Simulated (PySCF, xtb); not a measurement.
H₄O₂SeSi. Atoms are numbered in the order given.

```xyz
8

Se    -0.1715     0.7449     0.5834
O     -1.8850     0.1500     0.4961
H     -2.1440     0.2073    -0.4472
O      0.7769    -0.7943     0.2444
Si     0.9798    -1.1752    -1.4053
H     -0.3551    -1.2307    -2.1035
H      1.6249    -2.5295    -1.4325
H      1.8516    -0.1660    -2.1011
```

Geometry optimised at PBE-D3(BJ)/def2-SVP. Other conformers were not sampled.

Computed with IEF-PCM-B3LYP/def2-SVP run with PySCF.

The values are the electrostatic part of the solvation free energy, E(continuum) − E(gas) at the gas-phase geometry, in a cavity of scaled van der Waals radii (PySCF's table); cavitation and dispersion terms are not included. In vacuum the orbital gap is 5.05 eV. The dipole moment in vacuum is 2.36 D.

Q: Estimate the values in water (ε = 78.36), 1-octanol (ε = 9.86), dimethylsulfoxide (ε = 46.83). (The exact figures need the calculation; the answer reports its results.)

A: 
| solvent | ε | ΔG(elec) (kcal/mol) | dipole (D) | gap (eV) |
|---|---|---|---|---|
| water | 78.36 | -5.6 | 3.02 | 5.12 |
| 1-octanol | 9.86 | -4.7 | 2.90 | 5.11 |
| dimethylsulfoxide | 46.83 | -5.5 | 3.00 | 5.12 |

For comparison, GFN2-xTB/ALPB(water) (xtb, at the GFN2-xTB geometry, all terms of that model) gives -3.5 kcal/mol.
